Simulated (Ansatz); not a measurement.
Coupled-cluster diagnostics for the cluster Li2Sn⁻ (the lowest doublet isomer of a short search), Ansatz.

Geometry of the doublet (r2SCAN-D4/def2-TZVPD):

Cartesian coordinates in Å:
```
Li 1.4859 -0.0665 -0.9931
Li -1.3950 1.1192 0.0126
Sn -0.0909 -1.0527 0.9805
```

In the def2 sets Sn takes a core potential; there is no spin–orbit coupling. Correlated methods freeze 4 core orbitals; core or outer-core shells of Li, Sn are correlated, in sets that lack core-valence functions. In CCSD on the charge -1 doublet the largest single amplitude is 0.37, so its Hartree–Fock determinant may place the open shell otherwise than the density functionals do. The geometry of the doublet was relaxed on an unsound state (⟨S²⟩ 1.36, where a pure state has 0.75). At PBE0-D4/def2-TZVPD a triplet of charge 0 lies 0.28 eV below the restricted singlet at the same geometry. The structure comes from a short search, and lower isomers may exist.

Geometry of the charge -1 quartet (r2SCAN-D4/def2-TZVPD):

```xyz
3

Li    0.419   -1.348   -0.765
Li    1.002    0.606    1.098
Sn   -1.421    0.741   -0.333
```

Problem. Estimate the CCSD(T) correlation energy, the shares of MP2 and (T), T1 and the reference's ⟨S²⟩ for: charge -1, doublet, own geometry in def2-TZVPPD; charge -1, quartet, own geometry in def2-TZVPPD; charge 0, singlet, vertical in def2-TZVPPD; and the rough time on 4 threads of Arm Neoverse V1 on a shared host.

Solution. 
```
                           state        basis  correlation (eV)  MP2 share (%)  (T) share (%)     T1  ⟨S²⟩ (pure)  wall time                                          remarks
charge -1, doublet, own geometry  def2-TZVPPD           -10.742           92.2            3.3  0.090  2.39 (0.75)        6 s  large T1 (0.090), spin-contaminated (⟨S²⟩ 2.39)
charge -1, quartet, own geometry  def2-TZVPPD           -10.728           92.1            3.2  0.101  4.41 (3.75)        7 s  large T1 (0.101), spin-contaminated (⟨S²⟩ 4.41)
     charge 0, singlet, vertical  def2-TZVPPD           -11.089           94.5            3.1  0.013  0.00 (0.00)      2.3 s                          restricted SCF unstable
```
Customary marks for T1 are 0.02 (closed shells), 0.045 (open shells) and about 0.05 (3d metals). T1 exceeds 0.02 in 2 of 3 rows and 0.045 in 2; the higher it lies, the less the single-reference result can be trusted.
